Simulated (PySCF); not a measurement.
Positional isomers: furan hydroxy+boryl. All species are isolated molecules in the gas phase. One relaxed conformer stands for each flexible species; it need not be the lowest. Strings in code marks are SMILES.

Quantity: electronic energy of isomers of C4H5BO2 relative to `Bc1ccc(O)o1`, in kcal/mol.

A: `Bc1ccoc1O`
B: `Bc1cocc1O`
C: `Bc1cc(O)co1`
D: `Bc1coc(O)c1`
E: `Bc1occc1O`

Q: Rank these by electronic energy of isomers of C4H5BO2 relative to `Bc1ccc(O)o1` (lowest first), as PBE-D3(BJ)/def2-TZVP // PBE-D3(BJ)/def2-SVP (PySCF) gives it.

A: E (1.89 kcal/mol), A (2.20 kcal/mol), D (8.73 kcal/mol), C (9.36 kcal/mol), B (9.79 kcal/mol)
